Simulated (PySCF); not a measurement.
Cartesian coordinates (Å):
SMILES: [SH][In][SH]
```xyz
5

S      1.8759     0.1424     1.1151
In    -0.0781    -1.2841     0.8579
S     -1.8706    -0.5075    -0.5926
H      1.3465     1.0889     0.3192
H     -1.1823     0.6000    -0.9237
```
Charge 0, spin multiplicity 2.

Q: Estimate the highest occupied spin orbital, dipole moment and total energy that PBE0-D3(BJ)/def2-TZVP (PySCF) returns for this input.

A: 
* **highest occupied spin orbital**: -6.33 eV
* **dipole moment**: 0.61 D
* **total energy**: -987.5224 Ha
